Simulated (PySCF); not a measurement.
Vertical excitations of a molecule CH9NSi2 from TDA-PBE0/def2-SVPD (PySCF), as energy in eV (oscillator strength): 5.73 (0.000), 6.50 (0.026), 6.67 (0.029), 7.03 (0.003), 7.16 (0.003), 7.41 (0.001), 7.60 (0.002), 7.65 (0.009), 8.07 (0.016), 8.14 (0.120). Lowest triplet (TDA): 5.44 eV. Geometry optimised at ωB97X-D3(BJ)/def2-SVP. Other conformers were not sampled.

Task: Which molecule gave these data?
A. N[SiH2]C[SiH3]
B. NC([SiH3])[SiH3]
C. CN([SiH3])[SiH3]
D. [SiH3]CN[SiH3]

Result: C, CN([SiH3])[SiH3]
